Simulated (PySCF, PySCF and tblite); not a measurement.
A run on one conformer of C₆H₅NO, numbered as in [O:1]=[CH:2][c:3]1[cH:4][cH:5][cH:6][cH:7][n:8]1, from an ensemble study. The sound level was PBE0/pcSseg-1 (IEF-PCM, chloroform) on GFN2-xTB geometries.

Input:

```
{"job": {"xc": "PBE0", "basis": "pcSseg-1", "scf": {"conv": 0.001, "max_cycle": 70}, "kind": "nmr", "pop": false}, "charge": 0, "multiplicity": 1}
O      3.155061    -0.170656    -0.253308
C      2.271819     0.634234    -0.112684
C      0.834216     0.305134    -0.035071
C      0.392463    -1.014791    -0.123820
C     -0.967851    -1.261552    -0.045608
C     -1.828534    -0.187511     0.117745
C     -1.285876     1.091370     0.195680
N      0.005491     1.335928     0.121923
H      2.468149     1.717890    -0.027684
H      1.114982    -1.805809    -0.250868
H     -1.349506    -2.270093    -0.110366
H     -2.895569    -0.333274     0.183447
H     -1.919232     1.959616     0.322885
```

Command: OMP_NUM_THREADS=1 python ens_run.py task.json out

Output:

```
final grid: 116312 points
cycle   1  E = -361.0349646673  dE =  1.566e+00  |g| = 7.552e-01  |ddm| = 3.570e+00
cycle   2  E = -360.6589532273  dE =  3.760e-01  |g| = 1.576e+00  |ddm| = 2.945e+00
cycle   3  E = -361.1479680072  dE = -4.890e-01  |g| = 1.217e-01  |ddm| = 2.300e+00
cycle   4  E = -361.1500664065  dE = -2.098e-03  |g| = 8.634e-02  |ddm| = 2.212e-01
cycle   5  E = -361.1515817344  dE = -1.515e-03  |g| = 2.531e-02  |ddm| = 8.886e-02
cycle   6  E = -361.1517207374  dE = -1.390e-04  |g| = 7.025e-03  |ddm| = 2.705e-02
converged SCF energy = -361.1517207374

GIAO shielding tensors (ppm)
atom      isotropic    diamagn.    paramagn.     s11        s22        s33       span
  0 O     -349.071     399.194    -748.265   -988.702   -440.106    381.594   1370.295
  1 C      -14.203     243.477    -257.680   -101.543    -18.542     77.476    179.019
  2 C       29.320     258.075    -228.755    -71.803     15.403    144.360    216.163
  3 C       58.611     255.117    -196.506    -52.033     37.323    190.544    242.578
  4 C       44.565     252.589    -208.024    -70.330     21.251    182.775    253.106
  5 C       54.271     257.432    -203.161    -60.118     45.003    177.929    238.046
  6 C       31.108     250.020    -218.912    -77.229     23.531    147.021    224.250
  7 N      -99.853     331.815    -431.668   -428.874   -163.877    293.192    722.066
  8 H       21.358      26.638      -5.280     19.275     21.760     23.038      3.763
  9 H       23.336      32.566      -9.230     19.688     22.987     27.334      7.646
 10 H       23.557      30.713      -7.156     20.329     23.531     26.812      6.483
 11 H       24.114      30.701      -6.587     21.637     23.291     27.414      5.776
 12 H       22.585      29.722      -7.137     18.689     22.557     26.510      7.821
```

What is wrong with this calculation?

The setting at fault: SCF threshold far too loose. (The solvent model also differs from the sound level's.) Its loose threshold was met, which isn't self-consistency.
